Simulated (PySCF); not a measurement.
## Spin-rotation constants: B₂H₉NP₂

Geometry:
```
atom   x (Å)   y (Å)   z (Å)
  N1   1.678  -1.328  -0.048
  B2   1.869  -0.010  -0.363
  P3   0.300   1.049  -0.596
  B4  -1.138   0.858   0.693
  P5  -1.627  -1.053   0.456
  H6   2.413  -1.996   0.119
  H7   0.750  -1.716   0.096
  H8   2.943   0.442  -0.466
  H9   0.731   2.344  -0.851
 H10  -0.112   0.772  -1.891
 H11  -0.645   1.014   1.768
 H12  -2.018   1.609   0.428
 H13  -2.719  -1.078   1.301
 H14  -2.428  -0.908  -0.669
```

The calculation used PySCF 2.14.0, GIAO HCTH407/ANO-RCC-VDZP magnetisability, rotational g tensor and spin-rotation constants, non-relativistic, gas phase. Geometry: GFN2-xTB.

The bonding changed while the geometry was optimised; results refer to the coordinates, not to the name.

Q: Give the nuclear spin-rotation constants along the inertial axes (H = +C I·J) beside the isotropic shieldings.

A: Rotational constants 3.7716, 2.0709, 1.4508 GHz.
| atom | isotope | Caa (kHz) | Cbb (kHz) | Ccc (kHz) | mean (kHz) | σ (ppm) |
| --- | --- | --- | --- | --- | --- | --- |
| N1 | 14N | 0.479 | 0.212 | 0.067 | 0.252 | 118.1 |
| B2 | 11B | 1.200 | 0.685 | 0.231 | 0.705 | 65.3 |
| P3 | 31P | 3.729 | 2.534 | 1.699 | 2.654 | 510.7 |
| B4 | 11B | 0.501 | 0.216 | 0.198 | 0.305 | 140.7 |
| P5 | 31P | 4.043 | 1.833 | 1.144 | 2.340 | 598.3 |
| H6 | 1H | -0.220 | 0.062 | -0.171 | -0.110 | 26.0 |
| H7 | 1H | 0.223 | -0.146 | -0.122 | -0.015 | 23.4 |
| H8 | 1H | 0.249 | -0.173 | -0.135 | -0.020 | 26.2 |
| H9 | 1H | -0.266 | 0.028 | -0.155 | -0.131 | 27.7 |
| H10 | 1H | -0.416 | -0.233 | 0.070 | -0.193 | 28.2 |
| H11 | 1H | -0.348 | -0.210 | 0.038 | -0.173 | 30.1 |
| H12 | 1H | -0.205 | -0.031 | -0.124 | -0.120 | 29.5 |
| H13 | 1H | 0.068 | -0.230 | -0.136 | -0.099 | 29.8 |
| H14 | 1H | -0.358 | -0.199 | -0.007 | -0.188 | 30.4 |

For the geometry as given, no vibrational averaging.
